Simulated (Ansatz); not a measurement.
Consider the hydrogen abstraction from the Si–H bond: `F[Si](F)(F)[SiH3]` + Cl• → `F[Si](F)(F)[SiH2]`• + HCl.

Computed with Ansatz on PBE0-D4/def2-TZVP structures; ΔE is electronic, products minus reactants. CCSD(T)/CBS is the MP2 limit (def2-TZVPP, def2-QZVPP) plus CCSD(T) − MP2 in def2-TZVPP, frozen cores. This one scheme is used for every species, atoms too. DFT in def2-TZVPP. HSE06 is defined as in plane-wave codes. No spin–orbit coupling; open shells (•) take unrestricted orbitals. Spin–orbit coupling would lower the free atoms: a little for Cl.

```
         level  ΔE (kcal/mol)  difference from CCSD(T)/CBS
        PBE-D4          -17.8                         -4.6
       BLYP-D4          -13.6                         -0.4
     r2SCAN-D4          -16.9                         -3.7
      BHLYP-D4           -9.3                          3.9
       ωB97X-V          -11.7                          1.5
        r2SCAN          -16.9                         -3.7
          PBE0          -15.7                         -2.5
       r2SCANh          -16.1                         -2.9
       r2SCAN0          -15.0                         -1.8
         HSE06          -15.7                         -2.5
     CAM-B3LYP          -11.7                          1.5
   HF/def2-SVP           -1.9                         11.3
 HF/def2-TZVPP           -3.1                         10.1
MP2/def2-TZVPP          -14.8                         -1.6
 MP2/CBS(def2)          -16.0                         -2.8
CCSD/CBS(def2)          -12.0                          1.2
   CCSD(T)/CBS          -13.2                            0
```

Largest T1 diagnostic among the species: 0.014.

In def2-TZVPP, CCSD(T) changes the Hartree–Fock value by −8.9 kcal/mol (the triples alone add −1.2 kcal/mol) and MP2 by −11.8 kcal/mol. From BLYP to BHLYP (50 % exact exchange), in def2-TZVPP and without D4, ΔE moves by +4.3 kcal/mol. Leaving LDA and LC-ωPBE aside and taking each functional with its dispersion term where it has one, the values spread over 8.5 kcal/mol, from PBE-D4 to BHLYP-D4. LDA lies −4.5 kcal/mol from PBE without D4.

CCSD(T)/CBS has its own doubt, a few kJ/mol and more with outer-core shells, so smaller differences from it don't rank the levels.
